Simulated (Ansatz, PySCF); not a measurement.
Dimer: AsH3 (SMILES [AsH3]) (first 4 atoms) with H2Se (SMILES [SeH2]); geometry from B3LYP-D3(BJ)/def2-TZVP, rigid monomers moved along the line of their centres of mass till As1···Se5 is 3.36 Å.
(charge 0, multiplicity 1):
```xyz
7

As    -0.1887    -0.1176    -0.3551
H     -0.1534    -0.0902    -1.8806
H      1.3100     0.1333    -0.2509
H     -0.5074     1.3694    -0.2698
Se    -0.0466    -0.4812     2.9774
H     -1.4904    -0.5497     2.7152
H     -0.2771     0.0277     4.3392
```

Quantity: the interaction energy.

Counterpoise-corrected where a basis set is named; no monomer relaxation.

Frozen-core correlation. Filled d and f shells under p-block atoms count as core. CBS(a, b) extrapolates the correlation energy as X⁻³ and adds the Hartree–Fock energy of set b.

Codes used: Ansatz (an electronic-structure program) with Gaussian orbitals; PySCF for the dispersion terms. Each number belongs to the level named beside it.

Costs are ratios of core time to PBE/def2-TZVPPD (roughly 10 s), for whole runs (searches for the state included, and forces where a run took them) on one shared machine, so rough; each difference counts from -1.8 kJ/mol (MP2/CBS(aug-cc-pVDZ, aug-cc-pVTZ) + ΔCCSD(T)/aug-cc-pVDZ, a level with limits of its own).

| level | basis functions | cost |
|---|---|---|
| PBE/def2-TZVPPD | 196 | ×1 |
| PBE-D3(BJ)/def2-TZVPPD | 196 | ×1 |
| PBE0/def2-TZVPPD | 196 | ×1 |
| PBE0-D3(BJ)/def2-TZVPPD | 196 | ×1 |
| B3LYP/def2-TZVPPD | 196 | ×2 |
| B3LYP-D3(BJ)/def2-TZVPPD | 196 | ×2 |
| r2SCAN/def2-TZVPPD | 196 | ×2 |
| r2SCAN-D3(BJ)/def2-TZVPPD | 196 | ×2 |
| wB97X-V/def2-TZVPPD | 196 | ×3 |
| MP2/aug-cc-pVTZ | 233 | ×3 |
| CCSD(T)/aug-cc-pVDZ | 117 | ×3 |
| wB97M-V/def2-TZVPPD | 196 | ×3 |

Each difference (kJ/mol): PBE/def2-TZVPPD 2.0; PBE-D3(BJ)/def2-TZVPPD -3.2; PBE0/def2-TZVPPD 2.6; PBE0-D3(BJ)/def2-TZVPPD -2.6; B3LYP/def2-TZVPPD 8.1; B3LYP-D3(BJ)/def2-TZVPPD -2.0; r2SCAN/def2-TZVPPD 1.3; r2SCAN-D3(BJ)/def2-TZVPPD -0.4; wB97X-V/def2-TZVPPD 0.3; MP2/aug-cc-pVTZ -0.9; CCSD(T)/aug-cc-pVDZ 4.7; wB97M-V/def2-TZVPPD -0.3.
